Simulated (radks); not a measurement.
Effect of the nuclear size on the lead ion Pb3+, [Xe] 4f14 5d10 6s1. All-electron calculation, Dirac Kohn-Sham, LDA (Slater exchange, Perdew-Wang correlation), spin-unpolarised, spherical densities, finite nucleus; Fermi nuclear charge, rms radius 5.5012 fm. Program: a radial shooting solver on a logarithmic mesh with Libxc functionals. The rms radius is varied about that value; shifts are against it.

| rms radius (fm) | total energy shift (eV) | density at nucleus (e/bohr^3) | 1s1/2 shift (meV) | 2s1/2 shift (meV) | 5s1/2 shift (meV) | 5p1/2 shift (meV) | 6s1/2 shift (meV) | 6p1/2 (empty) shift (meV) | 7s1/2 (empty) shift (meV) |
|---|---|---|---|---|---|---|---|---|---|
| 4.687 | -36.1 | 2.921e+06 | -14400 | -2190 | -27.0 | -0.120 | -3.84 | 0.196 | -0.850 |
| 4.9841 | -23.3 | 2.844e+06 | -9290 | -1410 | -17.5 | -0.078 | -2.48 | 0.126 | -0.549 |
| 5.5012 | 0 | 2.725e+06 | 0.000 | 0.000 | 0.000 | 0.000 | 0.000 | 0.000 | 0.000 |
| 5.9743 | 22.5 | 2.629e+06 | 8950 | 1360 | 16.8 | 0.078 | 2.39 | -0.121 | 0.529 |
| 6.2164 | 34.3 | 2.584e+06 | 13700 | 2080 | 25.7 | 0.121 | 3.65 | -0.185 | 0.809 |

Slopes of the eigenvalues against <r^2> in GHz/fm^2, as finite differences over the two radii next to the reference (eigenvalue slopes, not the field-shift constants of lines): 1s1/2 406000, 2s1/2 61700, 5s1/2 764, 5p1/2 3.49, 6s1/2 108, 6p1/2 (empty) -5.52, 7s1/2 (empty) 24.0.
